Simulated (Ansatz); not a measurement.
`N[Si@H]1[GeH2][C@@H]1F` → C• + F• + Ge• + 6 H• + N• + Si•  (atomization)

Calculated with Ansatz (gas phase, PBE0-D4/def2-TZVP geometries, no zero-point term in ΔE). CBS: MP2 limit from def2 TZ/QZ plus the TZ coupled-cluster correction, frozen cores. This one scheme is used for every species, atoms too. Functionals use def2-TZVPP. B3LYP here is the variant with VWN-RPA as its local correlation; programs differ in this. Open shells (•) are unrestricted, without spin–orbit coupling. Spin–orbit coupling would lower the free atoms: a little for C, F, Si; clearly for Ge. For Ge outer-core shells are correlated without core-valence functions, so the limit isn't a true one: a few kJ/mol of doubt a bond, and 10 to 20 or more in all where bonds break to atoms. Scalar relativity is left out up to krypton. Each species was taken in one conformer, which may not be the lowest.

CCSD(T)/CBS gives +851.9 kcal/mol.

Another level gave +838.6 kcal/mol. Which?
A. B3LYP/def2-TZVPP
B. PBE-D4/def2-TZVPP
C. ωB97X-V/def2-TZVPP
D. PBE0-D4/def2-TZVPP

A. B3LYP 838.6, PBE-D4 867.2, ωB97X-V 856.1, PBE0-D4 848.5 kcal/mol.

Largest T1 diagnostic among the species: 0.013.

From PBE to PBE0 (25 % exact exchange), in def2-TZVPP and without D4, ΔE moves by −17.9 kcal/mol: exact exchange takes away binding that semilocal exchange gives to molecules. The D4 term adds +9.3 kcal/mol with B3LYP and +4.9 kcal/mol with PBE0; it sums over pairs of atoms, weighted by their polarisabilities, and B3LYP, whose exchange is more repulsive, gets the larger term.

For atomizations the MP2-based limit and the directly extrapolated one differ by several kJ/mol either way, and by 10 to 25 for some Ge, Se and Sn compounds, so smaller differences from it don't rank the levels.
